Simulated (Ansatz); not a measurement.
# Molecular dynamics of BrClH₃Si, charge -1

input.yaml

```yaml
crystal:
  periodic: [false, false, false]
  atoms:
    - { symbol: Br, position_ang: [-0.050228, 0.100372, -2.451297] }
    - { symbol: Si, position_ang: [0.033733, -0.134739, 0.279267] }
    - { symbol: Cl, position_ang: [-0.434701, 1.933073, 0.407387] }
    - { symbol: H, position_ang: [0.090879, -0.310664, 1.808734] }
    - { symbol: H, position_ang: [1.444689, -0.506622, -0.036168] }
    - { symbol: H, position_ang: [-1.084372, -1.08132, -0.007823] }
total_charge: -1
basis:
  gaussian: { orbitals: def2-SVP }
hamiltonian:
  xc: pbe0
md:
  timestep: 2.5
  n_steps: 40
  ensemble: nvt_langevin
  temperature: 500.0
  initial_velocities: maxwell_boltzmann
  seed: 322430
  friction: 0.01
```

Launched with:

```bash
$ ansatz run input.yaml --threads 1 --pin off --max-ram 2048MiB --backend cpu --events-out ev --progress --plain --runs-dir out
```

It starts from a relaxed structure.

Output, in part (one step line in 2, the closing report, with atoms numbered from 0):

```
md step     0: t =     0.00 fs  T =   416.7 K  F+E_penalty+E_count = -90468.05156216 eV  E_kin = 0.323150 eV  (24 SCF iters)
md step     2: t =     5.00 fs  T =   261.5 K  F+E_penalty+E_count = -90467.95980068 eV  E_kin = 0.202846 eV  (23 SCF iters)
md step     4: t =    10.00 fs  T =   230.3 K  F+E_penalty+E_count = -90467.92210338 eV  E_kin = 0.178641 eV  (24 SCF iters)
md step     6: t =    15.00 fs  T =   234.9 K  F+E_penalty+E_count = -90467.99537771 eV  E_kin = 0.182163 eV  (24 SCF iters)
md step     8: t =    20.00 fs  T =   134.6 K  F+E_penalty+E_count = -90467.90967109 eV  E_kin = 0.104420 eV  (25 SCF iters)
md step    10: t =    25.00 fs  T =   186.7 K  F+E_penalty+E_count = -90467.89501367 eV  E_kin = 0.144802 eV  (24 SCF iters)
md step    12: t =    30.00 fs  T =   243.5 K  F+E_penalty+E_count = -90467.97283414 eV  E_kin = 0.188839 eV  (24 SCF iters)
md step    14: t =    35.00 fs  T =   167.4 K  F+E_penalty+E_count = -90467.88936785 eV  E_kin = 0.129835 eV  (24 SCF iters)
md step    16: t =    40.00 fs  T =   148.4 K  F+E_penalty+E_count = -90467.92117507 eV  E_kin = 0.115083 eV  (24 SCF iters)
md step    18: t =    45.00 fs  T =   226.0 K  F+E_penalty+E_count = -90467.95417799 eV  E_kin = 0.175305 eV  (24 SCF iters)
md step    20: t =    50.00 fs  T =   240.0 K  F+E_penalty+E_count = -90467.91227531 eV  E_kin = 0.186142 eV  (25 SCF iters)
md step    22: t =    55.00 fs  T =   256.6 K  F+E_penalty+E_count = -90467.88384456 eV  E_kin = 0.199008 eV  (23 SCF iters)
md step    24: t =    60.00 fs  T =   401.9 K  F+E_penalty+E_count = -90467.94446579 eV  E_kin = 0.311720 eV  (24 SCF iters)
md step    26: t =    65.00 fs  T =   423.0 K  F+E_penalty+E_count = -90467.96303643 eV  E_kin = 0.328066 eV  (27 SCF iters)
md step    28: t =    70.00 fs  T =   321.0 K  F+E_penalty+E_count = -90467.83776868 eV  E_kin = 0.248990 eV  (27 SCF iters)
md step    30: t =    75.00 fs  T =   443.4 K  F+E_penalty+E_count = -90467.82484796 eV  E_kin = 0.343918 eV  (27 SCF iters)
md step    32: t =    80.00 fs  T =   468.8 K  F+E_penalty+E_count = -90467.76613196 eV  E_kin = 0.363606 eV  (27 SCF iters)
md step    34: t =    85.00 fs  T =   376.0 K  F+E_penalty+E_count = -90467.62912231 eV  E_kin = 0.291594 eV  (27 SCF iters)
md step    36: t =    90.00 fs  T =   599.2 K  F+E_penalty+E_count = -90467.83246101 eV  E_kin = 0.464731 eV  (27 SCF iters)
md step    38: t =    95.00 fs  T =   619.2 K  F+E_penalty+E_count = -90467.83526724 eV  E_kin = 0.480248 eV  (27 SCF iters)
md step    40: t =   100.00 fs  T =   577.2 K  F+E_penalty+E_count = -90467.76480268 eV  E_kin = 0.447622 eV  (25 SCF iters)
Total energy: -90467.76482664 eV, -3324.6290361256 hartree
Atom 0 at     0.098066     0.300543    -2.460057 Å, force     0.040612    -0.380501    -0.366330 eV/Å
Atom 1 at    -0.166231    -0.042374     0.262613 Å, force     1.213922     0.858373    -1.707204 eV/Å
Atom 2 at    -0.383594     2.121471     0.114944 Å, force     0.046184    -0.528216     0.750288 eV/Å
Atom 3 at    -0.345136    -0.133060     1.733998 Å, force     0.178995    -0.018536     0.740185 eV/Å
Atom 4 at     1.321228    -0.594327    -0.010654 Å, force    -1.548767     0.355912     0.606731 eV/Å
Atom 5 at    -1.412246    -0.735453    -0.165340 Å, force     0.069054    -0.287031    -0.023671 eV/Å
Dipole moment:    -0.035308    -0.044701     0.277813 e Å
```

The run went to its last step. The mean temperature of the second half is 14 % below the set value. A step of 2.5 fs is long for free X–H stretches (periods near 10 fs) and can bias their spread and the temperature. A run of 0.1 ps of so small a system gives no equilibrium averages. Limits of this set-up: an anion without diffuse functions, the dipole of an ion depends on the origin.

The same pairs are bonded in the first frame and the last. Pairs count as bonded within 1.25 times the sum of covalent radii (0.12 Å more for H–H).

Last frame:

```xyz
6
Properties=species:S:1:pos:R:3
Br 0.098 0.300 -2.460
Si -0.166 -0.042 0.263
Cl -0.384 2.122 0.115
H -0.345 -0.133 1.734
H 1.321 -0.594 -0.011
H -1.412 -0.736 -0.165
```

Time of the run: 5.7 min on 1 thread of Intel(R) Xeon(R) Processor @ 2.50GHz (Skylake/Cascade Lake) (shared host), peak memory 0.18 GiB.
